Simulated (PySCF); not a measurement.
## Au(2+) (gold, charge +2) across methods

[Xe] 4f14 5d9, 2D determinant. Calculation: PySCF 2.14, in aug-cc-pwCVTZ-PP with ECP60MDF (8s8p7d4f3g, 122 functions); a scalar-relativistic core potential.

```tsv
method	E (hartree)	mean ε 5p β (eV)	mean ε 5d α (eV)	mean ε 5d β (eV)	Σ⟨r²⟩ (bohr²)	⟨S²⟩
PBE0	-134.5922	-84.644	-29.509	-28.720	33.53	0.759
LDA	-134.3449	-81.009	-27.903	-27.191	33.94	0.754
PW91	-134.6708	-81.043	-27.779	-27.068	33.74	0.758
PBE	-134.6157	-80.948	-27.703	-26.987	33.74	0.758
revPBE	-134.6737	-80.899	-27.633	-26.917	33.68	0.760
r2SCAN	-134.6401	-82.506	-28.020	-27.187	33.46	0.771
UHF	-133.80426	-94.651	-33.966	-32.899	33.26	0.763
```

**Question.** Estimate the same row for MN15.

**Answer.** E (hartree) = -134.3565; mean ε 5p β (eV) = -83.875; mean ε 5d α (eV) = -30.153; mean ε 5d β (eV) = -29.522; Σ⟨r²⟩ (bohr²) = 33.84; ⟨S²⟩ = 0.764.

Energies and moments cover only the electrons outside the core potential. Spin-orbit coupling, absent here, splits the open shell strongly.
